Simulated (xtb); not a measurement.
xtb input file for W(OMe)(H)5 (CH8OW), SMILES C[O][WH5], multiplicity 1, GFN2-xTB. 

```
$ xtb mol.xyz --gfn 2 --sp --chrg 0 --uhf 0 --json
$ cat mol.xyz
11

W     -0.03303427     0.18187976     0.41168009
O      0.11170068    -0.56191662    -1.27313096
C      0.19828793    -1.12353560    -2.54194661
H     -0.49166222    -0.61157666    -3.23171478
H      1.22415988    -1.02761992    -2.93164641
H     -0.06736562    -2.19201612    -2.50375537
H     -0.18724313     0.95588049     2.16074297
H     -1.26398350    -1.08139730     0.81269279
H     -1.34194891     1.25377840    -0.22873576
H      1.28353389    -0.92626081     0.96747901
H      1.20571277     1.40665608    -0.07266153
```

It prints:

```
[banner left out]
          |                Calculation Setup                |
           -------------------------------------------------



molecular fragmentation (1/2 indicates fragments):
11111111112
# atoms in fragment 1/2:    10     1
 fragment masses (1/2) :      218.91        1.01
CMA distance (Bohr)    :   3.483
constraining FC (au)   :  0.0500

           -------------------------------------------------
          |                 G F N 2 - x T B                 |
           -------------------------------------------------

        Reference                      10.1021/acs.jctc.8b01176
      * Hamiltonian:
        H0-scaling (s, p, d)           1.850000    2.230000    2.230000
        zeta-weighting                 0.500000
      * Dispersion:
        s8                             2.700000
        a1                             0.520000
        a2                             5.000000
        s9                             5.000000
      * Repulsion:
        kExp                           1.500000    1.000000
        rExp                           1.000000
      * Coulomb:
        alpha                          2.000000
        third order                    shell-resolved
        anisotropic                    true
        a3                             3.000000
        a5                             4.000000
        cn-shift                       1.200000
        cn-exp                         4.000000
        max-rad                        5.000000


          ...................................................
          :                      SETUP                      :
          :.................................................:
          :  # basis functions                  26          :
          :  # atomic orbitals                  25          :
          :  # shells                           15          :
          :  # electrons                        24          :
          :  max. iterations                   250          :
          :  Hamiltonian                  GFN2-xTB          :
          :  restarted?                      false          :
          :  GBSA solvation                  false          :
          :  PC potential                    false          :
          :  electronic temp.          300.0000000     K    :
          :  accuracy                    1.0000000          :
          :  -> integral cutoff          0.2500000E+02      :
          :  -> integral neglect         0.1000000E-07      :
          :  -> SCF convergence          0.1000000E-05 Eh   :
          :  -> wf. convergence          0.1000000E-03 e    :
          :  Broyden damping             0.4000000          :
          :  net charge                          0          :
          :  unpaired electrons                  0          :
          ...................................................

 iter      E             dE          RMSdq      gap      omega  full diag
   1     -4.2135562 -0.421356E+01  0.172E+01    0.00       0.0  T
   2     -2.2406907  0.197287E+01  0.251E+01    1.07       1.0  T
   3    -10.6701531 -0.842946E+01  0.132E+01    4.42       1.0  T
   4    -11.4759289 -0.805776E+00  0.117E+01    3.45       1.0  T
   5    -11.7224988 -0.246570E+00  0.104E+01    3.44       1.0  T
   6    -11.8807634 -0.158265E+00  0.983E+00    3.36       1.0  T
   7    -12.9177350 -0.103697E+01  0.384E+00    3.20       1.0  T
   8    -12.8815200  0.362150E-01  0.385E+00    3.41       1.0  T
   9    -13.0298561 -0.148336E+00  0.242E+00    3.60       1.0  T
  10    -13.0408594 -0.110033E-01  0.111E+00    3.77       1.0  T
  11    -13.0548859 -0.140265E-01  0.360E-01    4.00       1.0  T
  12    -13.0533802  0.150571E-02  0.659E-01    4.26       1.0  T
  13    -13.0555952 -0.221501E-02  0.148E-01    4.25       1.0  T
  14    -13.0561141 -0.518886E-03  0.835E-02    4.18       1.0  T
  15    -13.0561047  0.935277E-05  0.675E-02    4.14       1.0  T
  16    -13.0560833  0.214004E-04  0.592E-02    4.20       1.0  T
  17    -13.0561462 -0.628168E-04  0.161E-02    4.18       1.9  T
  18    -13.0561463 -0.103052E-06  0.115E-02    4.17       2.6  T
  19    -13.0561468 -0.572523E-06  0.752E-03    4.18       4.0  T
  20    -13.0561470 -0.196118E-06  0.102E-03    4.18      29.5  T
  21    -13.0561470 -0.675188E-09  0.209E-04    4.18     144.2  T
  22    -13.0561470 -0.740268E-09  0.192E-04    4.18     157.0  T

   *** convergence criteria satisfied after 22 iterations ***

         #    Occupation            Energy/Eh            Energy/eV
      -------------------------------------------------------------
         1        2.0000           -0.7572282             -20.6052
       ...           ...                  ...                  ...
         6        2.0000           -0.5425668             -14.7640
         7        2.0000           -0.5012377             -13.6394
         8        2.0000           -0.5011727             -13.6376
         9        2.0000           -0.4348422             -11.8327
        10        2.0000           -0.4175807             -11.3630
        11        2.0000           -0.4175681             -11.3626
        12        2.0000           -0.3807998             -10.3621 (HOMO)
        13                         -0.2272916              -6.1849 (LUMO)
        14                         -0.2128149              -5.7910
        15                         -0.2128080              -5.7908
        16                          0.0207144               0.5637
        17                          0.0730015               1.9865
       ...                                ...                  ...
        25                          1.0701166              29.1194
      -------------------------------------------------------------
                  HL-Gap            0.1535083 Eh            4.1772 eV
             Fermi-level           -0.3040457 Eh           -8.2735 eV

 SCC (total)                   0 d,  0 h,  0 min,  0.007 sec
 SCC setup                      ...        0 min,  0.000 sec (  0.889%)
 Dispersion                     ...        0 min,  0.000 sec (  0.492%)
 classical contributions        ...        0 min,  0.000 sec (  0.217%)
 integral evaluation            ...        0 min,  0.001 sec ( 11.677%)
 iterations                     ...        0 min,  0.005 sec ( 63.779%)
 molecular gradient             ...        0 min,  0.002 sec ( 21.577%)
 printout                       ...        0 min,  0.000 sec (  1.242%)

         :::::::::::::::::::::::::::::::::::::::::::::::::::::
         ::                     SUMMARY                     ::
         :::::::::::::::::::::::::::::::::::::::::::::::::::::
         :: total energy             -12.989485370407 Eh    ::
         :: gradient norm              0.000238938866 Eh/a0 ::
         :: HOMO-LUMO gap              4.177172107671 eV    ::
         ::.................................................::
         :: SCC energy               -13.056141857615 Eh    ::
         :: -> isotropic ES           -0.278673044644 Eh    ::
         :: -> anisotropic ES          0.004282756984 Eh    ::
         :: -> anisotropic XC          0.001430558156 Eh    ::
         :: -> dispersion             -0.008943385611 Eh    ::
         :: repulsion energy           0.066656487208 Eh    ::
         :: add. restraining           0.000000000000 Eh    ::
         :: total charge              -0.000000000000 e     ::
         :::::::::::::::::::::::::::::::::::::::::::::::::::::

           -------------------------------------------------
          |                Property Printout                |
           -------------------------------------------------

    * Orbital Energies and Occupations

         #    Occupation            Energy/Eh            Energy/eV
      -------------------------------------------------------------
         1        2.0000           -0.7572282             -20.6052
         2        2.0000           -0.6575342             -17.8924
         3        2.0000           -0.6029794             -16.4079
         4        2.0000           -0.5613772             -15.2759
         5        2.0000           -0.5613424             -15.2749
         6        2.0000           -0.5425668             -14.7640
         7        2.0000           -0.5012377             -13.6394
         8        2.0000           -0.5011727             -13.6376
         9        2.0000           -0.4348422             -11.8327
        10        2.0000           -0.4175807             -11.3630
        11        2.0000           -0.4175681             -11.3626
        12        2.0000           -0.3807998             -10.3621 (HOMO)
        13                         -0.2272916              -6.1849 (LUMO)
        14                         -0.2128149              -5.7910
        15                         -0.2128080              -5.7908
        16                          0.0207144               0.5637
        17                          0.0730015               1.9865
        18                          0.0972340               2.6459
        19                          0.1727977               4.7021
        20                          0.1730587               4.7092
        21                          0.1871473               5.0925
        22                          0.5235279              14.2459
        23                          0.6376975              17.3526
       ...                                ...                  ...
        25                          1.0701166              29.1194
      -------------------------------------------------------------
                  HL-Gap            0.1535083 Eh            4.1772 eV
             Fermi-level           -0.3040457 Eh           -8.2735 eV

     #   Z          covCN         q      C6AA      α(0)
     1  74 W        5.053     1.480   347.535    41.116
     2   8 O        1.679    -0.503    22.938     6.466
     3   6 C        3.628     0.075    19.724     6.396
     4   1 H        0.923     0.050     2.321     2.382
     5   1 H        0.923     0.050     2.322     2.383
     6   1 H        0.923     0.050     2.321     2.383
     7   1 H        0.743    -0.196    10.909     5.217
     8   1 H        0.869    -0.252    15.752     6.215
     9   1 H        0.868    -0.252    15.774     6.220
    10   1 H        0.869    -0.251    15.721     6.209
    11   1 H        0.869    -0.251    15.724     6.210

 Mol. C6AA /au·bohr⁶  :       2615.203000
 Mol. C8AA /au·bohr⁸  :     130543.457990
 Mol. α(0) /au        :         91.197147


Wiberg/Mayer (AO) data.
largest (>0.10) Wiberg bond orders for each atom

 ---------------------------------------------------------------------------
     #   Z sym  total        # sym  WBO       # sym  WBO       # sym  WBO
 ---------------------------------------------------------------------------
     1  74 W    5.453 --     2 O    0.977     7 H    0.869    10 H    0.864
                            11 H    0.864     8 H    0.864     9 H    0.864
     2   8 O    2.122 --     3 C    0.986     1 W    0.977
     3   6 C    3.953 --     2 O    0.986     5 H    0.956     6 H    0.955
                             4 H    0.955
     4   1 H    0.997 --     3 C    0.955
     5   1 H    0.997 --     3 C    0.956
     6   1 H    0.997 --     3 C    0.955
     7   1 H    0.959 --     1 W    0.869
     8   1 H    0.937 --     1 W    0.864
     9   1 H    0.937 --     1 W    0.864
    10   1 H    0.937 --     1 W    0.864
    11   1 H    0.937 --     1 W    0.864
 ---------------------------------------------------------------------------

Topologies differ in total number of bonds
Writing topology from bond orders to xtbtopo.mol

molecular dipole:
                 x           y           z       tot (Debye)
 q only:        0.019      -0.143      -0.320
   full:        0.079      -0.441      -0.994       2.771
Note: The following floating-point exceptions are signalling: IEEE_UNDERFLOW_FLAG IEEE_DENORMAL
normal termination of xtb
molecular quadrupole (traceless):
                xx          xy          yy          xz          yz          zz
 q only:       -3.006      -0.253      -1.555      -0.576       3.370       4.561
  q+dip:       -2.025      -0.171      -1.048      -0.390       2.270       3.072
   full:       -2.382      -0.198      -1.232      -0.452       2.671       3.614


           -------------------------------------------------
          | TOTAL ENERGY              -12.989485370407 Eh   |
          | GRADIENT NORM               0.000238938866 Eh/α |
          | HOMO-LUMO GAP               4.177172107671 eV   |
           -------------------------------------------------

------------------------------------------------------------------------
------------------------------------------------------------------------
 total:
 SCF:
```

Self-consistency was reached.
